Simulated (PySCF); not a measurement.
Compound: C5H6NO2S (doublet state).
Structure used (GFN2-xTB), in Å, numbered top down from 1:
```xyz
15
C5H6NO2S angstrom
C     -1.440    0.101    1.087
S     -1.419    0.408   -0.698
O     -2.164    1.601   -0.976
O     -1.780   -0.797   -1.387
C      0.355    0.761   -1.065
C      1.096   -0.513   -0.910
C      1.864   -0.816    0.092
C      2.626   -1.038    1.145
N      3.289   -1.244    2.085
H     -2.449   -0.191    1.351
H     -0.745   -0.699    1.305
H     -1.168    1.019    1.590
H      0.672    1.540   -0.378
H      0.364    1.120   -2.091
H      0.894   -1.246   -1.688
```

The hyperfine couplings belong to this conformer and change with its torsions.

As a line formula: `CS(=O)(C/C=[C]\C#N)=O` [radical].

Theory: UKS B3LYP, pcH-1 on C H N O S, non-relativistic, mean-field spin-orbit, GIAO (PySCF 2.14.0). The structure is a single GFN2-xTB conformer in the gas phase; no vibrational or solvent corrections. A GFN2-xTB geometry isn't a minimum of the functional, and hyperfine couplings can be far from their values at a DFT geometry. The SCF solution wasn't tested for stability. ⟨S²⟩ is 0.774 where a pure state has 0.75.

Mulliken spin populations: C1 -0.002, S2 -0.003, O3 0.000, O4 0.000, C5 +0.053, C6 -0.162, C7 +0.815, C8 -0.242, N9 +0.487, H10 0.000, H11 -0.001, H12 0.000, H13 -0.001, H14 -0.001, H15 +0.056.

Q: What dipolar couplings does the calculation give for H10, H11, H12, H13, H14?

A: 
```
atom         position  distance from C7 (Å)  T1 (MHz)     T2    T3
 H10  5 bonds from C7                  4.54     -0.58  -0.57  1.15
 H11  5 bonds from C7                  2.88     -2.06  -1.92  3.98
 H12  5 bonds from C7                  3.85     -1.12  -0.94  2.05
 H13  3 bonds from C7                  2.68     -4.76  -1.05  5.80
 H14  3 bonds from C7                  3.28     -2.89  -1.57  4.45
```

Q: Estimate them with point dipoles: put each population ρk at its nucleus, leave out the nucleus itself and the atom bound to it, and sum T = Σ [ρk/(2S)]·C·(3 n nᵀ − 1)/r³ with C = μ0 gₑ μB g_N μN/(4π h) = 79.06 MHz Å³.

A: 
```tsv
atom	T1 (MHz)	T2	T3	T3, computed	difference in T3 (%)
H10	-0.64	-0.61	1.25	1.15	+9
H11	-2.38	-2.22	4.60	3.98	+16
H12	-1.11	-0.91	2.03	2.05	-1
H13	-3.07	-2.23	5.29	5.80	-9
H14	-0.94	-0.69	1.64	4.45	-63
```

In T3 the estimate is closest for H12 (-1 %, 3.85 Å from C7) and worst for H14 (-63 %, 3.28 Å).

Q: If all the spin sat on C7, T∥ = 2C/r³. What distance does the computed T3 of H11 then imply?

A: r = (2 × 79.06/3.98)^(1/3) = 3.41 Å, against 2.88 Å in the structure.
